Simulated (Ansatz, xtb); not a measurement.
**C2H7NOSn: which of two isomers lies lower**

Structure X: `CC[NH][Sn][OH]`, a singlet. Structure Y: `CC[O][Sn][NH2]`, a singlet. Both are isolated molecules in the gas phase, relaxed with PBE0-D4/def2-SVP; the shapes shown needn't be the lowest conformers.

X (Å):

```xyz
12

C    -0.8942    1.9041   -1.9451
C    -0.6095    0.8991   -0.8460
N    -1.1311    1.3135    0.4328
O    -2.3304    2.4704    2.8973
Sn   -2.1667    3.0031    0.9701
H    -0.4861    1.5618   -2.9073
H    -1.9787    2.0559   -2.0763
H    -0.4406    2.8834   -1.7182
H    -1.0345   -0.0802   -1.1475
H     0.4869    0.7391   -0.7923
H    -0.9363    0.6346    1.1656
H    -1.9351    1.6271    3.1468
```

Y (Å):

```yaml
atoms:
  - { symbol: C, position_ang: [-0.2095, 1.0726, -2.3783] }
  - { symbol: C, position_ang: [-0.5572, 1.9144, -1.1620] }
  - { symbol: N, position_ang: [-0.6627, -0.7155, 0.6983] }
  - { symbol: O, position_ang: [-1.8486, 1.6719, -0.6995] }
  - { symbol: Sn, position_ang: [-2.4846, 0.1674, 0.4697] }
  - { symbol: H, position_ang: [0.7876, 1.3279, -2.7716] }
  - { symbol: H, position_ang: [-0.2149, -0.0005, -2.1279] }
  - { symbol: H, position_ang: [-0.9492, 1.2373, -3.1767] }
  - { symbol: H, position_ang: [-0.4809, 2.9864, -1.4282] }
  - { symbol: H, position_ang: [0.2064, 1.7485, -0.3709] }
  - { symbol: H, position_ang: [0.2138, -0.3911, 0.3004] }
  - { symbol: H, position_ang: [-0.5104, -1.5301, 1.2847] }
```

Quicker runs give these differences E(Y) − E(X): GFN2-xTB +0.139 eV; HF/STO-3G −0.136 eV (at GFN2-xTB geometries); r2SCAN-D4/def2-SVP +0.050 eV (at GFN2-xTB geometries).

Q: Which of the two would you expect CCSD(T)/def2-SVP + ΔMP2/def2-TZVPP electronic energies to favour?

A: Not settled: CCSD(T)/def2-SVP + ΔMP2/def2-TZVPP gives E(Y) − E(X) = +0.093 eV, but this leans on the basis-set step: CCSD(T) alone gives +0.031 eV.

Level by level:

```tsv
level	geometry	E(Y) − E(X) (eV)	departure from the last row (eV)	job, with rough time for the two
GFN2-xTB	GFN2-xTB	+0.139	+0.045	optimisation, 0.56 s
HF/STO-3G	GFN2-xTB	−0.136	−0.229	single point, 1.1 s
r2SCAN-D4/def2-SVP	GFN2-xTB	+0.050	−0.043	single point, 3.4 s
PBE0-D4/def2-SVP	PBE0-D4/def2-SVP	+0.023	−0.070	optimisation, 50 s
HF/def2-SVP	PBE0-D4/def2-SVP	−0.039	−0.132	part of the CCSD(T) run
MP2/def2-SVP	PBE0-D4/def2-SVP	+0.066	−0.028	part of the CCSD(T) run
CCSD(T)/def2-SVP	PBE0-D4/def2-SVP	+0.031	−0.062	single point
CCSD(T)/def2-SVP + ΔMP2/def2-TZVPP	PBE0-D4/def2-SVP	+0.093		single point, 44 s
```

As drawn, Y has 1 C–O, 1 N–H in place of 1 C–N, 1 O–H.

HF/STO-3G, HF/def2-SVP put the two in the other order. The largest departure from CCSD(T)/def2-SVP + ΔMP2/def2-TZVPP is that of HF/STO-3G, 0.229 eV. The last row adds to CCSD(T) the change of the MP2 difference between the two basis sets, here +0.062 eV.

With thermal terms from frequencies at re-optimised GFN2-xTB minima (ideal gas, soft modes damped towards free rotors, one conformer each, 298.15 K, 1 atm): the zero-point term adds −0.012 eV; ΔH is +0.089 and ΔG +0.065 eV.

The correlated steps freeze 8 core orbitals; the filled d shell of Sn is correlated, in a basis made for valence electrons. Atoms past krypton carry core potentials in the def2 sets, other sets are all-electron and non-relativistic, and no spin–orbit term is included. Run with Ansatz 0.2.0, xtb 6.7.1; the last row on 2 threads of Intel(R) Xeon(R) Platinum 8375C CPU @ 2.90GHz (Ice Lake) on a shared host.
